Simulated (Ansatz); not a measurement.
```yaml
crystal:
  periodic: [false, false, false]
  atoms:
    - {symbol: Cu, position_ang: [-1.729883, -0.493045, -0.467951]}
    - {symbol: Cu, position_ang: [1.490311, -0.887183, 0.514743]}
    - {symbol: Cu, position_ang: [0.421408, -0.839925, -1.603751]}
    - {symbol: Cu, position_ang: [-0.597206, -0.550739, 1.616914]}
    - {symbol: Cu, position_ang: [-0.356687, -2.346626, 0.041042]}
    - {symbol: Cu, position_ang: [1.214045, 1.179072, -0.640269]}
    - {symbol: Cu, position_ang: [-0.823802, 1.144134, -1.909977]}
    - {symbol: Cu, position_ang: [-0.873480, 1.515593, 0.461857]}
    - {symbol: Te, position_ang: [1.255314, 1.278729, 1.987401]}
basis:
  gaussian: {orbitals: def2-TZVP}
total_charge: 1
magnetization: {spin_polarized: true, initial_magnetization: 1}
hamiltonian: {xc: pbe0, dispersion: d4}
scf: {omitted_lower_state_checks: [starts]}
output: {orbitals: {seedname: orbitals}}
```

```sh
$ ansatz run in.yaml --threads 4 --pin off --events-out ev --progress --plain --max-ram 6963MiB
```

Problem. Does this run fit into the memory that it is given?

Solution. No. It has 410 basis functions, and Ansatz plans for 11 GiB where 7 GiB are given.
